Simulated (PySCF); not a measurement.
O$_{2}$Se, charge +1, doublet, geometry from GFN2-xTB of the parent state (a state made from the parent by changing its charge; the spin is typed, not shown lowest); PBE/def2-SVP run with PySCF.

Input for PySCF:
```python
from pyscf import gto, scf, dft

mol = gto.Mole()
mol.atom = '''
    O    -1.361772    0.598247    0.035147
    Se    0.015899   -0.312514   -0.026176
    O     1.294203    0.729935    0.076102
'''
mol.basis = 'def2-svp'
mol.charge = 1
mol.spin = 1
mol.verbose = 4
mol.build()

mf = dft.UKS(mol)
mf.xc = 'pbe'
mf.kernel()
```

What the program printed (banner, timings and long lists left out):

```
PySCF version 2.14.0

[INPUT] verbose = 4
[INPUT] num. atoms = 3
[INPUT] num. electrons = 49
[INPUT] charge = 1
[INPUT] spin (= nelec alpha-beta = 2S) = 1
[INPUT] symmetry False subgroup None
[INPUT] Mole.unit = angstrom
[INPUT] Symbol           X                Y                Z      unit          X                Y                Z       unit  Magmom
[INPUT]  1 O     -1.361772000000   0.598247000000   0.035147000000 AA   -2.573376124101   1.130522984843   0.066418204100 Bohr   0.0
[INPUT]  2 Se     0.015899000000  -0.312514000000  -0.026176000000 AA    0.030044755654  -0.590565870092  -0.049465471037 Bohr   0.0
[INPUT]  3 O      1.294203000000   0.729935000000   0.076102000000 AA    2.445689219590   1.379377238734   0.143811937532 Bohr   0.0

nuclear repulsion = 186.923525288033
number of shells = 24
number of NR pGTOs = 122
number of NR cGTOs = 60
basis = def2-svp
ecp = {}

******** <class 'pyscf.dft.uks.UKS'> ********
method = UKS
initial guess = minao
damping factor = 0
level_shift factor = 0
DIIS = <class 'pyscf.scf.diis.CDIIS'>
diis_start_cycle = 1
diis_space = 8
diis_damp = 0
SCF conv_tol = 1e-09
SCF conv_tol_grad = None
SCF max_cycles = 50
direct_scf = True
direct_scf_tol = 1e-13
number electrons alpha = 25  beta = 24
XC library pyscf.dft.libxc version 7.1.2
    S. Lehtola, C. Steigemann, M. J. T. Oliveira, and M. A. L. Marques,  SoftwareX 7, 1–5 (2018)
XC functionals = pbe
    J. P. Perdew, K. Burke, and M. Ernzerhof,  Phys. Rev. Lett. 77, 3865 (1996)
    J. P. Perdew, K. Burke, and M. Ernzerhof,  Phys. Rev. Lett. 78, 1396 (1997)
    J. P. Perdew, K. Burke, and M. Ernzerhof,  Phys. Rev. Lett. 77, 3865 (1996)
    J. P. Perdew, K. Burke, and M. Ernzerhof,  Phys. Rev. Lett. 78, 1396 (1997)
radial grids:
    Treutler-Ahlrichs [JCP 102, 346 (1995); DOI:10.1063/1.469408] (M4) radial grids

becke partition: Becke, JCP 88, 2547 (1988); DOI:10.1063/1.454033
pruning grids: <function nwchem_prune>
grids dens level: 3
symmetrized grids: False
atomic radii adjust function: <function treutler_atomic_radii_adjust>
small_rho_cutoff = 0
Set gradient conv threshold to 3.16228e-05
tot grids = 48592
init E= -2550.47266284925

cycle= 1 E= -2550.20225525637  delta_E= 0.27  |g|= 0.887  |ddm|= 1.83
cycle= 2 E= -2546.96810724287  delta_E= 3.23  |g|= 2.71  |ddm|= 3.07
cycle= 3 E= -2550.52580848052  delta_E= -3.56  |g|= 0.406  |ddm|=  2.1
cycle= 4 E= -2550.59515508065  delta_E= -0.0693  |g|= 0.102  |ddm|= 0.267
cycle= 5 E= -2550.59194312747  delta_E= 0.00321  |g|= 0.139  |ddm|= 0.205
cycle= 6 E= -2550.56878987423  delta_E= 0.0232  |g|= 0.265  |ddm|= 0.473
cycle= 7 E= -2550.60061793409  delta_E= -0.0318  |g|= 0.00887  |ddm|= 0.31
cycle= 8 E= -2550.60065348261  delta_E= -3.55e-05  |g|= 0.00333  |ddm|= 0.0092
cycle= 9 E= -2550.60065740003  delta_E= -3.92e-06  |g|= 0.00149  |ddm|= 0.00271
cycle= 10 E= -2550.60065827866  delta_E= -8.79e-07  |g|= 0.000707  |ddm|= 0.00118
cycle= 11 E= -2550.60065844668  delta_E= -1.68e-07  |g|= 0.000398  |ddm|= 0.00043
cycle= 12 E= -2550.60065849317  delta_E= -4.65e-08  |g|= 0.000239  |ddm|= 0.000173
cycle= 13 E= -2550.60065850895  delta_E= -1.58e-08  |g|= 0.000145  |ddm|= 8.26e-05
cycle= 14 E= -2550.60065851748  delta_E= -8.53e-09  |g|= 3.69e-05  |ddm|= 8.65e-05
cycle= 15 E= -2550.60065851811  delta_E= -6.28e-10  |g|= 8.85e-06  |ddm|= 3.34e-05
Extra cycle  E= -2550.60065850682  delta_E= 1.13e-08  |g|= 0.000159  |ddm|= 0.000186
SCF not converged.
SCF energy = -2550.60065850682 after 50 cycles  <S^2> = 0.75910663  2S+1 = 2.009086
```

Convergence was not reached.
